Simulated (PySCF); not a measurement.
TaOF3, SMILES [O]=[Ta]([F])([F])[F], multiplicity 1. The structure is a stationary point at PBE-D3(BJ)/def2-SVP. The spin state was assumed, not searched. The isomer is the one that the SMILES or the coordinates give; other isomers of the formula were not compared. The def2 effective core potentials stand for the cores of Ta; spin–orbit coupling is left out.

Q: Give the equilibrium geometry at PBE-D3(BJ)/def2-SVP (PySCF confirms it by a frequency run) as Cartesian coordinates in Å, and its point group. (The exact figures need the calculation; the answer reports its results.)

A: point group C3v.
```xyz
5

Ta     0.0000     0.0000    -0.0055
O      0.0000     0.0000    -1.7338
F      1.5671     0.9048     0.5287
F      0.0000    -1.8096     0.5287
F     -1.5671     0.9048     0.5287
```
